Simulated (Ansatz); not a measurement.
ZrTe, closed-shell singlet (lowest of 2S+1 = 1, 3, 5, 7 at CCSD(T)/def2-TZVPP on PBE0 minima; our sources give no spin for the ground state, which may be another), most abundant isotopes (89.9047 and 129.9062 u). Constants from fifth-degree fits in 1/R to seven points on the lowest solution found; no spin–orbit coupling, no relativity up to Kr; ω_e x_e and α_e move by some per cent with the fit.

Correlated levels freeze the inner cores; with def2 sets outer-core shells near the valence are correlated too. CBS: X⁻³ extrapolation of the correlation energy, Hartree–Fock from the larger set.

Programs: Ansatz (Gaussian orbitals). Values without a source in brackets are computed. In def2 rows elements past Kr take small-core potentials, without spin–orbit coupling.

```csv
level,r_e (Å),ω_e (cm⁻¹),ω_e x_e (cm⁻¹),α_e (cm⁻¹)
PBE/def2-TZVPP,2.5094,299.7,0.510,0.000115
"CCSD(T)/CBS(def2-TZVPP, def2-QZVPP)",2.4977,308.6,0.528,0.000113
```

Task: Derive the rotational constants, the centrifugal constant, the fundamental, the zero-point energy and the force constant.

Result: 
μ = 53.13285 u.
- PBE/def2-TZVPP: B_e = 16.8576/(μ r_e²) = 0.050385 cm⁻¹; B₀ = B_e − α_e/2 = 0.050328 cm⁻¹; D = 4B_e³/ω_e² = 5.70e-09 cm⁻¹; fundamental ω_e − 2ω_e x_e = 299 cm⁻¹; zero-point energy ω_e/2 − ω_e x_e/4 = 150 cm⁻¹; k = μ(2πcω_e)² = 281 N/m; the line J = 1 ← 0 at 2B₀ = 3.018 GHz
- CCSD(T)/CBS(def2-TZVPP, def2-QZVPP): B_e = 16.8576/(μ r_e²) = 0.050858 cm⁻¹; B₀ = B_e − α_e/2 = 0.050802 cm⁻¹; D = 4B_e³/ω_e² = 5.53e-09 cm⁻¹; fundamental ω_e − 2ω_e x_e = 308 cm⁻¹; zero-point energy ω_e/2 − ω_e x_e/4 = 154 cm⁻¹; k = μ(2πcω_e)² = 298 N/m; the line J = 1 ← 0 at 2B₀ = 3.046 GHz

Doubts at one or more of the structures used: a restricted determinant that unrestricted orbitals would lower (CCSD(T)/CBS(def2-TZVPP, def2-QZVPP)).

Ansatz is an electronic-structure program.
